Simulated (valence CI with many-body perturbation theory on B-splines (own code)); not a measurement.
## E1 line list for Br²⁸⁺

Level of theory: valence CI with perturbative core correlation (CI+MBPT): five valence electrons over a frozen Dirac-Fock core [He], radial functions for each j: 11 s, 11 p, 10 d, 8 f, 5 g, 2 h, with the one-electron correlation potential Σ1, the two-electron term Σ2, the three-electron term Σ3, Breit, model QED; selected CI, second order for the rest, scaled by the run's own slope (own B-spline code, finite nucleus).

No measured spectrum was set against this ion. As an estimate, large intervals hold to a few tenths of a per cent, small ones and those within an open d or f shell to about a per cent. Among the levels kept, up to 5300 cm⁻¹ of a level comes from second order outside the variational space, and about a tenth of that is noise between levels of different J, which matters for small intervals.

Lines 101 to 150 of 600 in falling wavelength, among levels below 2151.8 eV, chosen from the strongest by gf and those to the six lowest levels. Wavelengths and rates use the calculated energies. Electric multipoles are in the length gauge, E1 and E2 with the static RPA response of the core. Weak lines are less certain than strong ones. Lines between different terms over intervals too small for the method are left out, as are lines whose strength nearly cancels. The highest levels of a list are the least certain.

Levels are named by their leading jj configuration (3d3/2^4 stands for four electrons in 3d with j = 3/2), which in mixed levels can hold well under half, so a name can repeat and another be missing. Letters in brackets count levels of one name in rising energy.

```tsv
λ vac (nm)	Upper	Lower	A (s⁻¹)	log gf	Branch %
23.71	(2s 2p1/2 2p3/2^2 3p3/2) J=5/2 [e]	(2s 2p1/2 2p3/2^2 3s) J=3/2 [d]	7.45e+09	-0.42	0.1
23.68	(2s 2p1/2 2p3/2^2 3d3/2) J=5/2 [d]	(2s 2p1/2 2p3/2^2 3p1/2) J=3/2 [d]	3.46e+09	-0.76	0.0
23.65	(2s^2 2p3/2^2 3p3/2) J=7/2	(2s^2 2p3/2^2 3s) J=5/2	7.45e+09	-0.30	8.4
23.64	(2s^2 2p1/2 2p3/2 3p3/2) J=7/2	(2s^2 2p1/2 2p3/2 3s) J=5/2	7.69e+09	-0.29	14.5
23.63	(2s^2 2p1/2 2p3/2 3p3/2) J=5/2 [a]	(2s^2 2p1/2 2p3/2 3s) J=3/2 [a]	6.70e+09	-0.47	6.2
23.58	(2s 2p1/2 2p3/2^2 3p3/2) J=5/2 [c]	(2s 2p1/2 2p3/2^2 3s) J=3/2 [b]	6.38e+09	-0.50	0.1
23.56	(2s 2p1/2 2p3/2^2 3d3/2) J=5/2 [c]	(2s 2p1/2 2p3/2^2 3p3/2) J=3/2 [d]	2.26e+09	-0.95	0.0
23.48	(2s 2p1/2 2p3/2^2 3p3/2) J=9/2	(2s 2p1/2 2p3/2^2 3s) J=7/2	9.04e+09	-0.13	25.0
23.47	(2s 2p1/2 2p3/2^2 3p1/2) J=5/2 [b]	(2s 2p1/2 2p3/2^2 3s) J=7/2	6.03e+09	-0.52	0.1
23.45	(2s 2p1/2 2p3/2^2 3p3/2) J=5/2 [a]	(2s 2p1/2 2p3/2^2 3s) J=5/2 [a]	2.68e+09	-0.88	0.0
23.43	(2s 2p1/2^2 2p3/2 3d3/2) J=7/2 [b]	(2s 2p1/2^2 2p3/2 3p3/2) J=5/2 [a]	6.44e+09	-0.37	0.0
23.32	(2s 2p1/2^2 2p3/2 3p3/2) J=7/2	(2s 2p1/2^2 2p3/2 3s) J=5/2	8.94e+09	-0.23	2.9
23.27	(2s 2p1/2^2 2p3/2 3d3/2) J=5/2 [a]	(2s 2p1/2^2 2p3/2 3p1/2) J=5/2	3.71e+09	-0.74	0.1
23.25	(2s 2p1/2^2 2p3/2 3d5/2) J=1/2	(2s 2p1/2^2 2p3/2 3p3/2) J=1/2 [a]	5.28e+09	-1.07	0.0
23.24	(2s 2p1/2^2 2p3/2 3d5/2) J=3/2 [a]	(2s 2p1/2^2 2p3/2 3p3/2) J=3/2 [a]	3.58e+09	-0.94	0.0
23.24	(2s 2p1/2^2 2p3/2 3p3/2) J=5/2 [b]	(2s 2p1/2^2 2p3/2 3s) J=3/2 [b]	3.79e+09	-0.74	0.0
23.16	(2s 2p1/2 2p3/2^2 3p3/2) J=7/2 [b]	(2s 2p1/2 2p3/2^2 3s) J=7/2	3.21e+09	-0.68	0.0
23.15	(2s 2p1/2^2 2p3/2 3d3/2) J=7/2 [a]	(2s 2p1/2^2 2p3/2 3p1/2) J=5/2	4.69e+09	-0.52	0.7
23.15	(2s^2 2p1/2 2p3/2 3d5/2) J=5/2 [b]	(2s^2 2p1/2 2p3/2 3p3/2) J=3/2 [b]	5.12e+09	-0.61	0.0
23.14	(2s 2p1/2 2p3/2^2 3p3/2) J=5/2 [d]	(2s 2p1/2 2p3/2^2 3s) J=3/2 [c]	4.92e+09	-0.63	0.1
23.13	(2s 2p1/2 2p3/2^2 3d5/2) J=9/2 [b]	(2s 2p1/2 2p3/2^2 3p1/2) J=7/2	3.09e+09	-0.61	14.1
23.12	(2s^2 2p1/2 2p3/2 3p3/2) J=3/2 [b]	(2s^2 2p1/2 2p3/2 3s) J=3/2 [b]	4.86e+09	-0.81	1.2
23.09	(2s^2 2p3/2^2 3d3/2) J=5/2	(2s^2 2p3/2^2 3p1/2) J=5/2	2.79e+09	-0.87	0.0
23.07	(2p1/2^2 2p3/2^2 3s) J=5/2	(2s 2p3/2^3 3s) J=3/2 [b]	3.88e+09	-0.73	0.1
23.03	(2s 2p1/2 2p3/2^2 3d5/2) J=3/2 [d]	(2s 2p1/2 2p3/2^2 3p3/2) J=1/2 [c]	3.37e+09	-0.97	0.0
22.96	(2s 2p1/2 2p3/2^2 3d3/2) J=3/2 [f]	(2s 2p1/2 2p3/2^2 3p1/2) J=3/2 [d]	2.81e+09	-1.05	0.0
22.93	(2s^2 2p1/2 2p3/2 3d3/2) J=3/2 [b]	(2s^2 2p1/2 2p3/2 3p1/2) J=3/2 [b]	3.48e+09	-0.96	0.0
22.89	(2s 2p1/2^2 2p3/2 3p3/2) J=3/2 [b]	(2s 2p1/2^2 2p3/2 3s) J=3/2 [b]	2.84e+09	-1.05	0.0
22.75	(2s 2p1/2 2p3/2^2 3d5/2) J=5/2 [c]	(2s 2p1/2 2p3/2^2 3p1/2) J=3/2 [b]	3.65e+09	-0.77	0.0
22.68	(2s 2p3/2^3 3d3/2) J=3/2	(2s 2p3/2^3 3p1/2) J=3/2 [a]	3.58e+09	-0.96	0.0
22.67	(2s 2p1/2 2p3/2^2 3p3/2) J=3/2 [f]	(2s 2p1/2 2p3/2^2 3s) J=1/2 [c]	5.34e+09	-0.78	0.1
22.63	(2s 2p1/2^2 2p3/2 3d3/2) J=5/2 [a]	(2s 2p1/2^2 2p3/2 3p1/2) J=3/2 [a]	2.70e+09	-0.91	0.1
22.56	(2s 2p1/2^2 2p3/2 3d3/2) J=1/2 [a]	(2s 2p1/2^2 2p3/2 3p1/2) J=3/2 [a]	7.21e+09	-0.96	0.5
22.56	(2s 2p1/2^2 2p3/2 3d3/2) J=3/2 [a]	(2s 2p1/2^2 2p3/2 3p1/2) J=3/2 [a]	5.26e+09	-0.79	0.2
22.48	(2s 2p1/2 2p3/2^2 3p1/2) J=7/2	(2s 2p1/2 2p3/2^2 3s) J=5/2 [a]	2.62e+09	-0.80	0.0
22.42	(2s 2p1/2 2p3/2^2 3p3/2) J=3/2 [c]	(2s 2p1/2 2p3/2^2 3s) J=1/2 [a]	8.01e+09	-0.62	0.1
22.37	(2s 2p1/2 2p3/2^2 3d5/2) J=3/2 [b]	(2s 2p1/2 2p3/2^2 3p3/2) J=3/2 [b]	4.49e+09	-0.87	0.0
22.32	(2s^2 2p1/2^2 3p3/2) J=3/2	(2s^2 2p1/2^2 3s) J=1/2	8.92e+09	-0.57	7.5
22.21	(2s 2p1/2 2p3/2^2 3p3/2) J=3/2 [d]	(2s 2p1/2 2p3/2^2 3s) J=3/2 [b]	3.12e+09	-1.04	0.0
22.16	(2s^2 2p1/2 2p3/2 3d3/2) J=1/2 [b]	(2s^2 2p1/2 2p3/2 3p1/2) J=3/2 [b]	5.86e+09	-1.06	0.0
22.11	(2s^2 2p3/2^2 3p3/2) J=3/2 [b]	(2s^2 2p3/2^2 3s) J=1/2	7.40e+09	-0.66	1.9
22.11	(2s 2p1/2 2p3/2^2 3p3/2) J=3/2 [a]	(2s 2p1/2 2p3/2^2 3s) J=3/2 [a]	6.68e+09	-0.71	0.0
22.05	(2s 2p3/2^3 3p3/2) J=5/2 [a]	(2s 2p3/2^3 3s) J=5/2	7.57e+09	-0.48	0.3
22.00	(2s 2p3/2^3 3d3/2) J=7/2	(2s 2p3/2^3 3p1/2) J=5/2	7.44e+09	-0.36	0.0
21.94	(2s 2p1/2^2 2p3/2 3d3/2) J=3/2 [b]	(2s 2p1/2^2 2p3/2 3p1/2) J=1/2	3.89e+09	-0.95	0.0
21.92	(2s 2p1/2^2 2p3/2 3d3/2) J=5/2 [b]	(2s 2p1/2^2 2p3/2 3p1/2) J=3/2 [b]	6.99e+09	-0.52	0.8
21.91	(2s 2p1/2 2p3/2^2 3p3/2) J=5/2 [d]	(2s 2p1/2 2p3/2^2 3s) J=5/2 [c]	3.47e+09	-0.82	0.1
21.83	(2s 2p1/2 2p3/2^2 3p3/2) J=3/2 [e]	(2s 2p1/2 2p3/2^2 3s) J=3/2 [c]	7.99e+09	-0.64	0.1
21.83	(2s 2p1/2^2 2p3/2 3p3/2) J=3/2 [b]	(2s 2p1/2^2 2p3/2 3s) J=1/2	5.59e+09	-0.80	0.1
21.74	(2s 2p1/2 2p3/2^2 3p3/2) J=5/2 [b]	(2s 2p1/2 2p3/2^2 3s) J=5/2 [b]	8.09e+09	-0.46	0.0
```
